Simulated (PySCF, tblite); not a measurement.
Isomers of C5H7FO. Computed values, GFN2-xTB/tblite, gas phase, harmonic and unscaled. The method is semi-empirical: single wavenumbers can be off by several per cent or more. One conformer each.

Electronic energies: PBE0/pcSseg-1 single points on the GFN2-xTB geometries (PySCF, gas phase).

```tsv
SMILES	electronic energy, lowest = 0 (kcal/mol)
CC1(C(=O)F)CC1	0.0
CC/C=C\C(=O)F	0.5
C=C[C@H](C)C(=O)F	4.4
C=C(F)C(=O)CC	14.2
```

Q: How do GFN2-xTB zero-point energies change the relative energies?

A: 
```tsv
SMILES	ZPE (kcal/mol)	of it from modes above 1550 cm⁻¹	electronic (kcal/mol)	with ZPE, lowest = 0 (kcal/mol)	lowest mode (cm⁻¹)	rings
CC1(C(=O)F)CC1	68.7	33.4	0.0	0.2	67	1
CC/C=C\C(=O)F	68.0	35.2	0.5	0.0	19	0
C=C[C@H](C)C(=O)F	67.8	35.7	4.4	3.8	40	0
C=C(F)C(=O)CC	67.4	35.4	14.2	13.2	57	0
```

The zero-point energies span 1.3 kcal/mol, from `C=C(F)C(=O)CC` to `CC1(C(=O)F)CC1`. With it `CC/C=C\C(=O)F` becomes the lowest.

Q: And how do the electronic energies of GFN2-xTB itself compare?

A: `CC1(C(=O)F)CC1` 0.0; `CC/C=C\C(=O)F` 5.3; `C=C[C@H](C)C(=O)F` 10.2; `C=C(F)C(=O)CC` 16.5 kcal/mol, lowest = 0. Against the energies above, taken from the same isomer `CC1(C(=O)F)CC1`, the largest difference is 5.8 kcal/mol.

Q: What do entropy and thermal enthalpy add at 298.15 K and 1 bar (rigid rotor, harmonic oscillator, one conformer each)?

A: 
```
           SMILES  point group  symmetry number  S (cal/(mol K))  H − H(0) (kcal/mol)  ZPE + H − H(0) − TS (kcal/mol)
   CC1(C(=O)F)CC1           Cs                1             83.8                 5.17                            48.8
C=C[C@H](C)C(=O)F           C1                1             88.7                 5.60                            46.9
    C=C(F)C(=O)CC           Cs                1             87.8                 5.59                            46.8
```

Not tabulated: `CC/C=C\C(=O)F` (lowest mode only 19 cm⁻¹).
